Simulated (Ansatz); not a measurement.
SnF₂. Total charge 0; singlet. Geometry B3LYP-D4/def2-TZVPD, that of the charge -1 doublet.

```xyz
3

Sn   -0.155   -0.870    0.242
F     0.577    0.734    1.271
F    -0.422    0.136   -1.514
```

In the def2 sets Sn takes a core potential; there is no spin–orbit coupling. The structure comes from a short search, and lower isomers may exist.

Q: Estimate the orbital energies around the gap (eV) in Ansatz with PBE-D4/def2-TZVPD, r2SCAN-D4/def2-TZVPD, PBE0-D4/def2-TZVPD.

A: 
| orbital | PBE-D4/def2-TZVPD | r2SCAN-D4/def2-TZVPD | PBE0-D4/def2-TZVPD |
| --- | --- | --- | --- |
| HOMO−5 | -9.56 | -9.95 | -11.34 |
| HOMO−4 | -8.87 | -9.27 | -10.75 |
| HOMO−3 | -8.85 | -9.27 | -10.73 |
| HOMO−2 | -8.51 | -8.92 | -10.38 |
| HOMO−1 | -8.29 | -8.71 | -10.21 |
| HOMO | -7.77 | -8.09 | -9.07 |
| LUMO | -3.86 | -3.77 | -3.19 |
| LUMO+1 | -1.96 | -1.61 | -1.27 |
| LUMO+2 | -1.56 | -1.09 | -0.83 |
| LUMO+3 | 0.03 | 1.00 | 0.45 |
| LUMO+4 | 1.53 | 2.54 | 1.98 |
| LUMO+5 | 1.58 | 2.54 | 2.03 |
